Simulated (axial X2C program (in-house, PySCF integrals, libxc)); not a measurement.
## O or H: which binds elements of chip processing more strongly?

All values come from calculations with an axial X2C code built on PySCF integrals, spin-free (one-electron X2C) or two-component (2c: spin–orbit coupling with atomic mean-field Coulomb and Gaunt terms, which also bring small scalar terms), in Dyall basis sets with cores contracted in-house; open shells are unrestricted.

Level PBE0, spin-free. Dyall triple-zeta sets: BO v3z/av3z; BH v3z/v3z; AlO v3z/av3z; AlH v3z/v3z; SiO v3z/av3z; SiH v3z/v3z; GaO cv3z/av3z; GaH cv3z/v3z; GeO cv3z/av3z; GeH cv3z/v3z; ZrO cv3z/av3z; ZrH cv3z/v3z; InO cv3z/av3z; InH cv3z/v3z; SnO cv3z/av3z; SnH cv3z/v3z; SbO cv3z/av3z; SbH cv3z/v3z.

Diatomic bonds are a first guide to the radicals met in plasma etching, cleaning and deposition, though surfaces and higher halides or oxides behave in their own way.

| element M | state of MO | Re MO (Å) | D0 MO (eV) | state of MH | Re MH (Å) | D0 MH (eV) |
| --- | --- | --- | --- | --- | --- | --- |
| B | M_S = 1/2, Λ = 0 | 1.200 | 8.33 | M_S = 0, Λ = 0 | 1.241 | 3.35 |
| Al | M_S = 1/2, Λ = 0 | 1.629 | 4.90 | M_S = 0, Λ = 0 | 1.668 | 2.87 |
| Si | M_S = 0, Λ = 0 | 1.516 | 7.69 | M_S = 1/2, Λ = 1 | 1.536 | 2.88 |
| Ga | M_S = 1/2, Λ = 0 | 1.697 | 4.10 | M_S = 0, Λ = 0 | 1.674 | 2.74 |
| Ge | M_S = 0, Λ = 0 | 1.616 | 6.53 | M_S = 1/2, Λ = 1 | 1.597 | 2.69 |
| Zr | M_S = 1, Λ = 2 | 1.713 | 7.79 | M_S = 3/2, Λ = 0 | 1.868 | 2.66 |
| In | M_S = 1/2, Λ = 0 | 1.922 | 3.44 | M_S = 0, Λ = 0 | 1.849 | 2.54 |
| Sn | M_S = 0, Λ = 0 | 1.818 | 5.32 | M_S = 1/2, Λ = 1 | 1.779 | 2.46 |
| Sb | M_S = 1/2, Λ = 1 | 1.805 | 3.88 | M_S = 1, Λ = 0 | 1.716 | 2.46 |

Task: Work out the energy at 0 K of MO + H → MH + O for each element.

Result: ΔE = D0(MO) − D0(MH) at PBE0, spin-free: B 4.98, Al 2.03, Si 4.81, Ga 1.36, Ge 3.84, Zr 5.13, In 0.90, Sn 2.86, Sb 1.42 eV (negative: the exchange gives off energy).

Task: For which element is the exchange to H most and for which least favourable, and what is the energy of InO + ZrH → InH + ZrO?

Result: In most (0.90 eV), Zr least (5.13 eV; too close to rank against B). The atoms cancel in the double exchange: ΔE = 0.90 − (5.13) = -4.23 eV, a figure less sensitive to errors in the atoms than D0 itself.

Each entry is the lowest single determinant of a limited PBE0 search at one distance. D0 = De minus the zero-point energy; De goes to single-determinant-based atoms at the same level (for ions the charge split of lowest energy) and is withheld (n/a) where an atom does not fit its ground term or J level. Main or longest-lived isotopes. One determinant is a doubtful description, or other states lie close, for ZrO, ZrH, InO, SbO, SbH; these need not be ground states, and all values refer to the states named. The functionals have no current term, which raises determinants with orbital currents. These D0 were not checked against measured values; triple-zeta sets, frozen cores and single determinants leave errors of some tenths of an eV, more for transition metals.
